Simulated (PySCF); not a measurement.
**One reaction down a group: B, Al, Ga, In**

The same gas-phase reaction for B, Al, Ga, In:
- BH3 + Br2 → BH + 2 HBr
- AlH3 + Br2 → AlH + 2 HBr
- GaH3 + Br2 → GaH + 2 HBr
- InH3 + Br2 → InH + 2 HBr

Method: PySCF energies plus ideal-gas RRHO corrections (1 bar). † marks an energy on the PBE0/def2-TZVP geometry and frequencies; other levels use their own. MP2 and CCSD(T) freeze the core. All species are closed-shell singlets. B3LYP is the form with VWN-RPA correlation. In: scalar-relativistic def2 core potential, no spin-orbit coupling. Br, Ga: all electrons, no relativistic terms. AlH3, GaH3, GaH, InH3, InH: computed as isolated molecules; such fragments, hydroxides, amides, oligomers or adducts are transient or little studied in the gas. MP2 isn't extrapolated to the basis-set limit. CCSD(T) isn't extrapolated to the basis-set limit. The harmonic model lacks anharmonicity and excited electronic states, which grow with temperature; levels with a mode under 35 cm⁻¹ are left out.

ΔH°(298 K) in kJ, by level:

| level | B | Al | Ga | In |
|---|---|---|---|---|
| ωB97M-V/def2-TZVP† | 247.5 | 15.4 | -29.1 | -88.3 |
| B3LYP/def2-TZVP† | 258.8 | 17.8 | -40.2 | -111.7 |
| PBE0/def2-SVP† | 259.9 | 14.0 | -30.5 | -108.0 |
| MP2/def2-TZVPP† | 242.2 | 9.3 | -25.9 | -117.6 |
| PBE/def2-SVP | 267.4 | 20.6 | -28.1 | -104.3 |
| HF/def2-TZVP† | 215.3 | 4.3 | -48.5 | -116.9 |
| CCSD(T)/def2-SVP† | 205.2 | -12.6 | -51.3 | -126.0 |

At ωB97M-V/def2-TZVP†, ΔH° falls from B to In, over a range of 335.8 kJ; the steps are -232.1, -44.5, -59.2 kJ. 7 of the 7 levels shown give the same order. The levels scatter most for B (62.2 kJ between the highest and the lowest) and least for Ga (25.4 kJ). ΔS°(298 K) runs from 130.7 to 135.6 J/K, so TΔS° at 298 K spreads over 1.5 kJ among the members, against 335.8 kJ for ΔH°.

Free energies at ωB97M-V/def2-TZVP†:

| member | ΔS°(298 K), J/K | ΔG°(298 K), kJ | ΔG°(2000 K), kJ | ΔG° changes sign |
|---|---|---|---|---|
| B | 135.6 | 207 | -34 | 1600 to 1800 K |
| Al | 132.4 | -24 | -245 | none from 298 to 2500 K |
| Ga | 133.5 | -69 | -292 | none from 298 to 2500 K |
| In | 130.7 | -127 | -341 | none from 298 to 2500 K |

The NASA 1993 table, where it holds all species, gives ΔH°(298 K) = 232 kJ for B; its entries are part measured, part old estimates, and weren't checked at source.
